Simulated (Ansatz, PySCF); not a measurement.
Complex: CH4O (SMILES CO) (first 6 atoms) with H2 (SMILES [H][H]); geometry from B3LYP-D3(BJ)/def2-TZVP, rigid monomers moved along the line of their centres of mass till O2···H7 is 2.29 Å.
(charge 0, multiplicity 1):
```xyz
8

C      0.68555     0.34948    -0.35468
O     -0.66138     0.20278     0.07653
H      1.37289    -0.28148     0.21927
H      0.95633     1.39134    -0.19043
H      0.80218     0.12518    -1.42035
H     -0.93647    -0.70742    -0.07222
H     -0.20868    -0.15958     2.29573
H      0.06082    -0.39904     2.94900
```

Counterpoise-corrected where a basis set is named; no monomer relaxation. Rows marked so take none.

Rows in 6-31G* carry no dispersion term and start afresh at each structure (6-31G* with six Cartesian d functions).

The values were computed with Ansatz (a first-principles code); PySCF for 6-31G* rows, the dispersion terms. 

Task: One of these levels gives 6.3 meV for the interaction energy. Which?
A. HF/6-31G* (no counterpoise)
B. M06-2X/6-31G* (no counterpoise)
C. B3LYP-D3(BJ)/def2-TZVPPD

Result: A, HF/6-31G* (no counterpoise). The others give -19.9 (B3LYP-D3(BJ)/def2-TZVPPD), -70.7 (M06-2X/6-31G* (no counterpoise))
